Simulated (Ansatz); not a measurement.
Cost and result up the ladder for AsAsAsSb tetrahedron (SbAs₃) (4 atoms). Charge 0, multiplicity 1. Geometry: PBE0-D4/def2-SVP.

```xyz
4

As   -0.352    1.149    0.922
As   -0.818   -1.198    0.435
As    1.458   -0.338    0.233
Sb   -0.287    0.387   -1.590
```

Ansatz on 4 threads of Intel Xeon on a shared host. Times are rough, and most runs start from the orbitals of an earlier one. ωB97M-V/def2-TZVP serves as the yardstick here, not as an exact answer. Differences are given only for rows in sets of like size (and for xTB, whose basis is part of the method), since another set adds its own error. Binding counts from free atoms at the same level (As quartet, Sb quartet; other spins of the atoms weren't run), without zero-point energy or a counterpoise term.

In the def2 sets Sb takes a core potential; there is no spin–orbit coupling. HSE06 is defined as in plane-wave codes, on full-range PBE exchange. Correlated methods freeze 31 core orbitals; core or outer-core shells of As, Sb are correlated, in sets that lack core-valence functions. The rows differ in basis, and correlated rows in double-zeta sets carry the largest basis error.

Correlated methods converge slowly with the basis, most of all in double-zeta sets.

| level | functions | wall time |
| --- | --- | --- |
| PBE-D4/def2-SVP | 122 | 3.8 s |
| PBE-D4/def2-TZVP | 194 | 6 s |
| PBE-D4/def2-TZVPD | 218 | 9 s |
| PBE0-D4/def2-SVP | 122 | 9.6 s |
| PBE0-D4/def2-TZVP | 194 | 12 s |
| r2SCAN-D4/def2-TZVP | 194 | 13 s |
| r2SCAN-D4/def2-TZVPD | 218 | 15 s |
| HSE06-D4/def2-TZVP | 194 | 16 s |
| PBE0-D4/def2-TZVPD | 218 | 16 s |
| RPA@PBE/def2-TZVP | 194 | 17 s |
| r2SCAN0-D4/def2-TZVP | 194 | 17 s |
| BHLYP-D4/def2-TZVP (with forces) | 194 | 20 s |
| CCSD(T)/def2-SVP | 122 | 26 s |
| ωB97M-V/def2-TZVP | 194 | 31 s |

Question: Estimate what each level gives for the binding energy per atom (eV).

Answer: 
```json
{"level": "PBE-D4/def2-SVP", "binding energy per atom (eV)": "2.72", "difference from ωB97M-V/def2-TZVP (eV)": "–"}
{"level": "PBE-D4/def2-TZVP", "binding energy per atom (eV)": "2.78", "difference from ωB97M-V/def2-TZVP (eV)": "0.37"}
{"level": "PBE-D4/def2-TZVPD", "binding energy per atom (eV)": "2.79", "difference from ωB97M-V/def2-TZVP (eV)": "0.37"}
{"level": "PBE0-D4/def2-SVP", "binding energy per atom (eV)": "2.49", "difference from ωB97M-V/def2-TZVP (eV)": "–"}
{"level": "PBE0-D4/def2-TZVP", "binding energy per atom (eV)": "2.56", "difference from ωB97M-V/def2-TZVP (eV)": "0.15"}
{"level": "r2SCAN-D4/def2-TZVP", "binding energy per atom (eV)": "2.56", "difference from ωB97M-V/def2-TZVP (eV)": "0.14"}
{"level": "r2SCAN-D4/def2-TZVPD", "binding energy per atom (eV)": "2.56", "difference from ωB97M-V/def2-TZVP (eV)": "0.15"}
{"level": "HSE06-D4/def2-TZVP", "binding energy per atom (eV)": "2.56", "difference from ωB97M-V/def2-TZVP (eV)": "0.14"}
{"level": "PBE0-D4/def2-TZVPD", "binding energy per atom (eV)": "2.57", "difference from ωB97M-V/def2-TZVP (eV)": "0.15"}
{"level": "RPA@PBE/def2-TZVP", "binding energy per atom (eV)": "2.34", "difference from ωB97M-V/def2-TZVP (eV)": "-0.08"}
{"level": "r2SCAN0-D4/def2-TZVP", "binding energy per atom (eV)": "2.40", "difference from ωB97M-V/def2-TZVP (eV)": "-0.02"}
{"level": "BHLYP-D4/def2-TZVP (with forces)", "binding energy per atom (eV)": "2.32", "difference from ωB97M-V/def2-TZVP (eV)": "-0.09"}
{"level": "CCSD(T)/def2-SVP", "binding energy per atom (eV)": "1.86", "difference from ωB97M-V/def2-TZVP (eV)": "–"}
{"level": "ωB97M-V/def2-TZVP", "binding energy per atom (eV)": "2.42", "difference from ωB97M-V/def2-TZVP (eV)": "0.00"}
```
